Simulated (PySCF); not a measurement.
## Calcium: a sound run and one with changed settings

Sound run: Ca [Ar] 4s2, Ca⁺ [Ar] 4s1. Calculation: PySCF 2.14, in 6-31G* (5s4p3d, 32 functions); no relativity, point nucleus. In the sound run the correlated levels freeze [Ar]. The sound run starts from symmetry-adapted Hartree-Fock orbitals and uses a fine grid where one is needed.

Changed run: scalar relativity by spin-free X2C-1e. This setting is unsound on purpose.

```csv
species,method,sound run (hartree),changed run (hartree),converged
Ca,UHF,-676.70792,-679.19160,yes
Ca,M06-2X,-677.51399,-679.99780,yes
Ca,B3LYP,-677.53624,-680.01977,yes
Ca,MP2,-676.72526,-679.20894,yes
Ca,CCSD(T),-676.73442,-679.21806,yes
Ca⁺,UHF,-676.51948,-679.00228,yes
Ca⁺,M06-2X,-677.28282,-679.76554,yes
Ca⁺,B3LYP,-677.30916,-679.79166,yes
```

Ionisation energy of Ca:

```csv
method,sound run (eV),changed run (eV)
UHF,5.128,5.152
M06-2X,6.291,6.320
B3LYP,6.179,6.207
MP2,5.600,5.623
SCS-MP2,5.694,5.718
CCSD,5.849,5.872
CCSD(T),5.849,5.872
CCSDT,5.849,5.872
FCI,5.849,5.872
```

Most of the change in total energy is the relativistic energy itself. On top of that the contraction fixes the core shape for the Hamiltonian it was made with, so the changed run is not a good calculation with the other Hamiltonian either.

For comparison, NIST gives 6.113 eV between the lowest levels.
